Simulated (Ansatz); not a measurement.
`[CH3][GeH]` + H–F → `[F][GeH]` + CH₄ at 500 K and 1 bar (ligand exchange at a Ge–C bond).

Calculated with Ansatz (gas phase, PBE0-D4/def2-TZVP geometries, no zero-point term in ΔE). CBS: MP2 limit from def2 TZ/QZ plus the TZ coupled-cluster correction, frozen cores. This one scheme is used for every species. For Ge outer-core shells are correlated without core-valence functions, which leaves a few kJ/mol of doubt a bond. Scalar relativity is left out up to krypton.

| species | CCSD(T)/CBS energy (Eh) | H − E (kJ/mol) | S (J/(mol·K)) |
| --- | --- | --- | --- |
| `[CH3][GeH]` | -2116.52215 | 134.7 | 307.3 |
| H–F | -100.39570 | 39.4 | 188.7 |
| `[F][GeH]` | -2176.50038 | 39.0 | 274.7 |
| CH₄ | -40.46206 | 135.6 | 206.8 |

H − E and S are ideal-gas, rigid-rotor, harmonic terms from PBE0-D4/def2-TZVP. 1 Eh = 2625.50 kJ/mol, R = 8.31446 J/(mol·K).

**Question.** By hand: ΔE, ΔH, ΔS and ΔG.

**Answer.** ΔE = (-2176.50038) + (-40.46206) − (-2116.52215) − (-100.39570) = -0.04459 Eh = -117.1 kJ/mol. Δ(H − E) = 39.0 + 135.6 − 134.7 − 39.4 = 0.5, so ΔH = -116.6 kJ/mol. ΔS = 274.7 + 206.8 − 307.3 − 188.7 = -14.5 J/(mol·K). ΔG = -116.6 − 500 × (-14.5)/1000 = -109.3 kJ/mol.

**Question.** By hand: the equilibrium constant, and the temperature at which ΔG would vanish if ΔH and ΔS stayed fixed.

**Answer.** log₁₀ K = −ΔG/(RT ln 10) = 11.4. ΔG = 0 at ΔH/ΔS = 8041 K, far beyond where these terms or the molecules hold.

The number of gas molecules stays the same, so ΔS is small and ΔH decides. A doubt of 5 kJ/mol in ΔE shifts log₁₀ K by 0.5 here. These are equilibria of isolated gas molecules and say nothing of rates. Largest T1 diagnostic: 0.014 (customary marks: 0.02 for closed shells, 0.045 for open ones).
